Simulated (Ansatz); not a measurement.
W(NH)2(OH)2 (WN2O2H4), relaxed as a singlet with RKS PBE-D4/def2-SVP in Ansatz, starting from the GFN2-xTB geometry. Force threshold 0.02 eV/Å.

In the def2 sets W takes a core potential; there is no spin–orbit coupling.

Start:

```xyz
9

W     0.035    0.052    0.036
N    -1.490    0.236   -0.884
H    -2.331    0.128   -1.453
N     0.589   -1.649   -0.051
H     0.719   -2.647   -0.220
O    -0.253    0.544    1.851
H    -0.643    0.576    2.732
O     1.370    1.195   -0.693
H     2.004    1.566   -1.318
```

| step | energy (eV) | largest force component (eV/Å) | SCF passes |
| --- | --- | --- | --- |
| 1 | -8956.4880 | 1.146 | 30 |
| 2 | -8956.5698 | 0.360 | 39 |
| 3 | -8956.6233 | 0.596 | 33 |
| 4 (rejected) | -8956.6176 | 2.304 | 37 |
| 5 | -8956.6968 | 0.446 | 32 |
| 6 | -8956.7382 | 0.497 | 40 |
| 7 | -8956.7778 | 0.079 | 36 |
| 8 (rejected) | -8956.6121 | 1.863 | 37 |
| 9 | -8956.7953 | 0.156 | 38 |
| 10 | -8956.8002 | 0.612 | 40 |
| 11 | -8956.8256 | 0.306 | 39 |
| 12 | -8956.8289 | 0.058 | 32 |
| 13 | -8956.8299 | 0.063 | 32 |
| 14 | -8956.8300 | 0.027 | 34 |
| 15 | -8956.8301 | 0.009 | 33 |

Force components are those of the run's own axes.

End:

Cartesian coordinates in Å:
```
W 0.063 0.098 0.065
N -1.540 0.267 -0.664
H -2.366 -0.022 -1.193
N 0.737 -1.521 -0.168
H 0.753 -2.495 -0.478
O -0.096 0.372 1.961
H -0.887 0.814 2.321
O 1.213 1.370 -0.805
H 2.124 1.116 -1.039
```

By distances, no bond broke or formed. The bond that changes most is W1–N4, from 1.79 to 1.77 Å (atoms count from 1).

No frequencies were taken in this run, so the end may be a saddle point.

Hardware: 4 threads of Arm Neoverse V1 on a shared host. Wall time 21 s.
